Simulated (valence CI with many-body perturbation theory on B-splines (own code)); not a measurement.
# Ir62+: key properties

Computed by configuration interaction combined with many-body perturbation theory (CI+MBPT): five valence electrons over a frozen Dirac-Fock core [Ne], radial functions for each j: 9 s, 9 p, 8 d, 6 f, 3 g, 1 h, with the one-electron correlation potential Σ1 (screened to all orders), the two-electron term Σ2, the three-electron term Σ3, Breit, model QED; selected single and double excitations, second order for the rest, scaled by the run's own slope (own B-spline code, finite nucleus).

No measured spectrum was set against this ion. As an estimate, large intervals hold to a few tenths of a per cent, small ones and those within an open d or f shell to about a per cent. Among the levels kept, up to 1100 cm⁻¹ of a level comes from second order outside the variational space, and about a tenth of that is noise between levels of different J, which matters for small intervals.

Levels are named by their leading jj configuration (3d3/2^4 stands for four electrons in 3d with j = 3/2), which in mixed levels can hold well under half, so a name can repeat and another be missing.

Rates and lifetimes use the calculated energies. Strong lines usually hold to 10 to 20 %, long lifetimes can be off by a factor of two.

Q: What is the ground level?

A: (3s^2 3p1/2^2 3p3/2) J=3/2, composition 48 % 3s²3p³ ²P° + 27 % 3s²3p³ ²D° + 24 % 3s²3p³ ⁴S°, g = 1.337.

Q: How well does LS coupling describe the low levels?

A: Among the lowest 20 levels the leading LS term, summed over configurations, holds 54 % on average. For single configurations the figures are 52 % in LS and 94 % in jj coupling. Terms mix most in the J = 3/2 level at 48.389 Ry, where the leading one holds 32 %.

Q: Where does the other parity begin?

A: At (3s^2 3p1/2^2 3d3/2) J=3/2, 17.768 Ry.

Q: Among levels below 67.295 Ry, which E1 lines absorb most strongly from the ground level?

A: to (3s^2 3p1/2 3p3/2 3d3/2) J=3/2 at 1.744 nm, f = 0.378; to (3s^2 3p1/2 3p3/2 3d3/2) J=5/2 at 1.774 nm, f = 0.302; to (3s^2 3p1/2 3p3/2 3d3/2) J=1/2 at 1.746 nm, f = 0.132.

Q: What are the static dipole polarisabilities of the lowest levels?

A: (3s^2 3p1/2^2 3p3/2) J=3/2 0.00224 (tensor 0.00017) bohr³, of which the core gives 3.70e-05.

Q: Name the longest-lived excited levels whose lifetime is computed, and their main decay.

A: (3s^2 3p1/2 3p3/2 3d5/2) J=9/2 at 56.297 Ry lives 76.0 ns, mostly by E2 to (3s^2 3p1/2^2 3d5/2) J=5/2; (3s^2 3p1/2 3p3/2^2) J=5/2 at 31.443 Ry lives 3.45 ns, mostly by E1 to (3s^2 3p1/2^2 3d3/2) J=3/2; (3s^2 3p1/2 3p3/2^2) J=1/2 at 32.634 Ry lives 2.48 ns, mostly by M1 to (3s^2 3p1/2^2 3p3/2) J=3/2.

Q: What is the ionisation energy?

A: 6711.2 eV; NIST lists 6708 ± 15 eV (theoretical).
